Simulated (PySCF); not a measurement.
A structure optimised at PBE0-D3(BJ)/def2-SVP, used in a PySCF frequency run:

```
C
C 1 1.3411
O 2 1.3428 1 128.54
H 1 1.0953 2 120.65 3 0.40
H 2 1.0956 1 121.07 4 -179.90
C 3 1.3994 2 117.48 5 -179.92
H 6 1.0975 3 107.11 2 179.84
H 6 1.1050 7 109.18 3 120.85
H 6 1.1050 7 109.15 8 118.28
C 1 1.5019 4 116.94 2 -178.25
H 10 1.1038 1 109.18 4 -173.41
H 10 1.1041 11 105.47 1 -118.04
N 10 1.4553 11 108.52 12 -114.99
H 13 1.0191 10 109.90 11 174.42
H 13 1.0193 14 105.48 10 -117.59
```

Write its SMILES and formula.

CO/C=C/CN, C4H9NO

What are its rotational constants (standard atomic weights)?

10.531, 1.5305, 1.4448 GHz
